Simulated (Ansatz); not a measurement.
`Cl[Si](Cl)(Cl)[GeH3]` + HBr → `Cl[Si](Cl)(Cl)Br` + GeH₄ at 500 K and 1 bar (cleavage of the Si–Ge bond).

Calculated with Ansatz (gas phase, PBE0-D4/def2-TZVP geometries, no zero-point term in ΔE). CCSD(T)/CBS is the MP2 limit (def2-TZVPP, def2-QZVPP) plus CCSD(T) − MP2 in def2-TZVPP, frozen cores. For Br, Ge outer-core shells are correlated without core-valence functions, which leaves a few kJ/mol of doubt a bond. Scalar relativity is left out up to krypton.

```csv
species,CCSD(T)/CBS energy (Eh),H − E (kJ/mol),S (J/(mol·K))
`Cl[Si](Cl)(Cl)[GeH3]`,-3746.48623,128.3,457.4
HBr,-2573.91920,30.5,213.7
`Cl[Si](Cl)(Cl)Br`,-4241.93609,57.8,405.4
GeH₄,-2078.49493,99.4,244.6
```

H − E and S are ideal-gas, rigid-rotor, harmonic terms from PBE0-D4/def2-TZVP. 1 Eh = 2625.50 kJ/mol, R = 8.31446 J/(mol·K).

Problem. By hand: ΔE, ΔH, ΔS and ΔG.

Solution. ΔE = (-4241.93609) + (-2078.49493) − (-3746.48623) − (-2573.91920) = -0.02559 Eh = -67.2 kJ/mol. Δ(H − E) = 57.8 + 99.4 − 128.3 − 30.5 = -1.6, so ΔH = -68.8 kJ/mol. ΔS = 405.4 + 244.6 − 457.4 − 213.7 = -21.1 J/(mol·K). ΔG = -68.8 − 500 × (-21.1)/1000 = -58.2 kJ/mol.

Problem. By hand: the equilibrium constant, and the temperature at which ΔG would vanish if ΔH and ΔS stayed fixed.

Solution. log₁₀ K = −ΔG/(RT ln 10) = 6.1. ΔG = 0 at ΔH/ΔS = 3261 K, far beyond where these terms or the molecules hold.

ΔH outweighs TΔS. A doubt of 5 kJ/mol in ΔE shifts log₁₀ K by 0.5 here. These are equilibria of isolated gas molecules and say nothing of rates. Largest T1 diagnostic: 0.012 (customary marks: 0.02 for closed shells, 0.045 for open ones).
